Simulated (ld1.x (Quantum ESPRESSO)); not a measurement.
## nickel (Ni), ultrasoft: configuration errors across variants

* Element: nickel (Ni)
* Generator: ld1.x (Quantum ESPRESSO) 7.5
* Type: ultrasoft
* Functional: LDA (PZ)
* Relativity: scalar-relativistic
* Frozen core: [Ne] 3s2
* Valence charge: 16
* Reference configuration: 3p6 3d8 4s1.5 4p0 (charge +0.5)
* Partial waves: 4s (bound): rcut 1.75, rcutus 1.90 bohr; 4s channel at -0.15 Ry: rcut 1.75, rcutus 1.90 bohr; 3p (bound): rcut 1.15, rcutus 1.25 bohr; 4p (bound, empty): rcut 1.15, rcutus 1.25 bohr; 3d (bound): rcut 1.20, rcutus 1.30 bohr; 3d channel at 2.7 Ry: rcut 1.20, rcutus 1.30 bohr; 4f channel at 0.2 Ry: rcut 1.30, rcutus 1.65 bohr; 4f channel at 1.95 Ry: rcut 1.30, rcutus 1.65 bohr
* Local potential: all-electron potential smoothed inside 1.80 bohr (lloc = -1)
* Core correction: none
* Augmentation charge: PSQ, radius 1.05 bohr

All-electron excitation energies from the reference (eV): (1) 3p6 3d8 4s2 4p0 -3.843; (2) 3p6 3d8 4s1 4p0 5.758; (3) 3p6 3d8 4s0 4p0 23.417; (4) 3p6 3d9 4s1 4p0 -5.472; (5) 3p6 3d8 4s0 4p2 5.835; (6) 3p6 3d8.5 4s1.5 4p0 -5.044; (7) 3p6 3d8 4s0 4p1 11.531; (8) 3p6 3d8 4s1.5 4p0 spin -1.057; (9) 3p6 3d8 4s2 4p0 spin -4.755.

Spin tests fill each open shell by Hund’s rule, majority spin first.

Errors AE − PS in meV (a dash: test not solved or not reliable):

| change | (1) | (2) | (3) | (4) | (5) | (6) | (7) | (8) | (9) | bound ghosts |
| --- | --- | --- | --- | --- | --- | --- | --- | --- | --- | --- |
| base | +0.7 | -0.1 | +4.1 | -2.0 | -2.7 | 0.0 | -0.3 | +242 | +236 | none |
| waves 3d (bound): rcut 0.78, rcutus 0.82 bohr; 3d channel at 2.7 Ry: rcut 0.78, rcutus 0.82 bohr | +0.7 | -0.1 | +3.9 | -0.3 | -4.0 | +0.2 | -1.2 | +223 | +217 | none |
| waves 3d (bound): rcut 0.92, rcutus 0.98 bohr; 3d channel at 2.7 Ry: rcut 0.92, rcutus 0.98 bohr | +0.6 | -0.1 | +3.9 | -2.2 | -3.9 | -0.4 | -0.7 | +253 | +246 | none |
| waves 3d (bound): rcut 1.20, rcutus 1.28 bohr; 3d channel at 2.7 Ry: rcut 1.20, rcutus 1.28 bohr | +0.7 | -0.1 | +4.2 | -0.6 | -2.9 | +0.3 | -0.4 | +240 | +234 | none |
| waves 3d (bound): rcut 1.20, rcutus 1.36 bohr; 3d channel at 2.7 Ry: rcut 1.20, rcutus 1.36 bohr | +0.7 | -0.1 | +4.0 | -5.0 | -2.5 | -0.8 | -0.2 | +243 | +238 | none |
| waves 3d (bound): rcut 1.20, rcutus 1.56 bohr; 3d channel at 2.7 Ry: rcut 1.20, rcutus 1.56 bohr | +0.6 | -0.2 | +2.9 | +0.8 | -3.7 | +0.6 | -1.0 | +225 | +218 | none |
| waves 3d (bound): rcut 1.20, rcutus 1.72 bohr; 3d channel at 2.7 Ry: rcut 1.20, rcutus 1.72 bohr | +0.5 | -0.4 | +0.4 | +0.2 | -3.9 | +0.4 | -1.5 | +229 | +223 | none |
| waves 3d (bound): rcut 1.20, rcutus 1.82 bohr; 3d channel at 2.7 Ry: rcut 1.20, rcutus 1.82 bohr | +0.4 | -0.5 | -2.2 | -0.4 | -4.0 | +0.2 | -2.0 | +232 | +225 | none |
| waves 3d (bound): rcut 1.20, rcutus 1.96 bohr; 3d channel at 2.7 Ry: rcut 1.20, rcutus 1.96 bohr | +0.1 | -1.2 | -10 | -2.5 | -4.6 | -0.4 | -3.9 | +236 | +229 | none |

(1) Give the same row for: waves 3d (bound): rcut 1.10, rcutus 1.16 bohr; 3d channel at 2.7 Ry: rcut 1.10, rcutus 1.16 bohr.

## Answers

(1) +0.6, -0.1, +3.5, -1.4, -3.4, -0.1, -0.3, +284, +277; bound ghosts: none.
